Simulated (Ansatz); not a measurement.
Breaking a bond: NaN, lowest singlet found (which spin is the ground state isn't settled by this scan).

- RKS-PBE = Ansatz (a first-principles code) with restricted PBE/aug-cc-pVDZ
- UKS-PBE = unrestricted PBE/aug-cc-pVDZ (Ansatz)
- UKS-B3LYP = unrestricted B3LYP/aug-cc-pVDZ (Ansatz)
- FCI = full CI/aug-cc-pVDZ, frozen core (Ansatz)

Energies relative to the lowest point of each curve between 2.16 and 2.82 Å, where full CI is lowest, in mEh; the last columns give the error against full CI:

| R / Å | RKS-PBE | UKS-PBE | UKS-B3LYP | FCI | RKS-PBE − FCI | UKS-PBE − FCI | UKS-B3LYP − FCI |
|---|---|---|---|---|---|---|---|
| 2.16 | 0.5 | 0.7 | 0.3 | 1.2 | -0.7 | -0.5 | -0.9 |
| 2.26 | 0.0 | 0.0 | 0.0 | 0.0 | 0.0 | 0.0 | 0.0 |
| 2.31 | 0.5 | 0.4 | 0.6 | 0.2 | 0.2 | 0.1 | 0.3 |
| 2.40 | 2.2 | 1.9 | 2.5 | 1.6 | 0.5 | 0.2 | 0.8 |
| 2.48 | 4.4 | 3.9 | 4.8 | 3.7 | 0.7 | 0.2 | 1.1 |
| 2.58 | 7.7 | 6.9 | 8.3 | 6.9 | 0.8 | 0.0 | 1.4 |
| 2.68 | 11.5 | 10.4 | 12.2 | 10.6 | 0.8 | -0.3 | 1.6 |
| 2.82 | 17.0 | 15.5 | 18.0 | 16.3 | 0.7 | -0.8 | 1.8 |
| 3.00 | 24.3 | 22.3 | 25.1 | 23.7 | 0.6 | -1.4 | 1.4 |
| 3.18 | 31.3 | 28.5 | 31.3 | 30.9 | 0.4 | -2.4 | 0.4 |
| 3.43 | 40.3 | 35.9 | 38.4 | 40.0 | 0.3 | -4.1 | -1.6 |
| 3.82 | 52.1 | 44.7 | 46.5 | 51.1 | 1.1 | -6.4 | -4.6 |
| 4.22 | 61.6 | 50.9 | 52.0 | 58.2 | 3.4 | -7.3 | -6.1 |
| 4.63 | 68.9 | 55.1 | 55.8 | 61.9 | 7.0 | -6.7 | -6.1 |
| 5.24 | 76.3 | 59.0 | 59.2 | 64.0 | 12.3 | -5.0 | -4.8 |
| 5.88 | 81.2 | 61.3 | 61.1 | 64.7 | 16.5 | -3.4 | -3.6 |
| 6.86 | 85.4 | 63.1 | 62.5 | 64.9 | 20.5 | -1.9 | -2.4 |

RKS-PBE is furthest from FCI at 6.86 (20.5 mEh, above); its mean absolute error over the points is 3.9 mEh.

UKS-PBE is furthest from FCI at 4.22 (-7.3 mEh, below); its mean absolute error over the points is 2.4 mEh.

UKS-B3LYP is furthest from FCI at 4.22 (-6.1 mEh, below); its mean absolute error over the points is 2.3 mEh.

The scan ran from 1.70 to 8.08 Å; beyond the distances shown full CI changes its symmetry label. The restricted form behind RKS-PBE keeps the bonding electrons paired and can't separate into open-shell fragments. The unrestricted determinant behind UKS-PBE is spin-contaminated at 2.16 to 6.86 Å (<S²> up to 1.8, against 0.00 for a pure singlet). The unrestricted determinant behind UKS-B3LYP is spin-contaminated at 2.16 to 6.86 Å (<S²> up to 1.9, against 0.00 for a pure singlet).
